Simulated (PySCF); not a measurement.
C3H2BrF, SMILES FC(Br)=C=C. Atoms are numbered in the order given.

```xyz
7

C     -0.8173     2.7734     0.0000
C     -0.1385     1.6562     0.0000
C      0.5179     0.5271     0.0000
F      1.8385     0.4339     0.0000
Br    -0.3341    -1.1477     0.0000
H     -1.1130     3.2621    -0.9361
H     -1.1130     3.2621     0.9361
```
Charge 0, spin multiplicity 1.

Geometry optimised at PBE0-D3(BJ)/def2-SVP.

Two levels are set side by side: PBE/pcSseg-1 (PySCF) and B3LYP/pcSseg-1 (PySCF). GIAO shifts against CFCl3 (¹⁹F), TMS (¹H), TMS (¹³C) at the same level; non-relativistic, no solvent, atoms listed together averaged. Without spin–orbit terms, shifts of atoms bonded to Cl or Br come out too high at both levels. Differences are taken from unrounded values.

| quantity | B3LYP |
|---|---|
| δ(¹³C) of C1 (ppm) | 100.9 |
| δ(¹³C) of C2 (ppm) | 217.7 |
| δ(¹³C) of C3 (ppm) | 150.9 |
| δ(¹⁹F) of F4 (ppm) | -115.3 |
| δ(¹H) of H6, H7 (ppm) | 6.18 |

Q: What does PBE give, and how far is it from B3LYP? (Estimate from the structure and the level; the computed values follow.)

A: 
| quantity | PBE | PBE minus B3LYP |
|---|---|---|
| δ(¹³C) of C1 (ppm) | 100.3 | -0.6 |
| δ(¹³C) of C2 (ppm) | 214.2 | -3.6 |
| δ(¹³C) of C3 (ppm) | 150.1 | -0.8 |
| δ(¹⁹F) of F4 (ppm) | -120.2 | -4.9 |
| δ(¹H) of H6, H7 (ppm) | 6.25 | 0.07 |

Rough cost on one machine, each run with all the roots and properties that it gave: B3LYP against PBE within a factor of 2.
